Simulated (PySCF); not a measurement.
H3OSb, SMILES [OH][SbH2].

Coordinates come from a PBE0-D3(BJ)/def2-TZVP optimisation. The def2 effective core potentials stand for the cores of Sb; spin–orbit coupling is left out.

Computed with CAM-B3LYP/def2-TZVPD run with PySCF.

```json
{
 "total_energy": "-317.27234 hartree",
 "point_group": "Cs",
 "highest_occupied_level": "-8.73 eV",
 "lowest_empty_level": "-0.39 eV",
 "orbital_gap": "8.34 eV",
 "dipole_moment": "1.93 D",
 "quadrupole, principal values (traceless, Buckingham form, about the centre of nuclear charge)": "-5.96, 0.16, 5.80 D·Å",
 "mean_static_polarisability": "48.8 bohr³ (7.23 Å³)",
 "polarisability_principal_values": "47.2, 47.5, 51.7 bohr³"
}
```
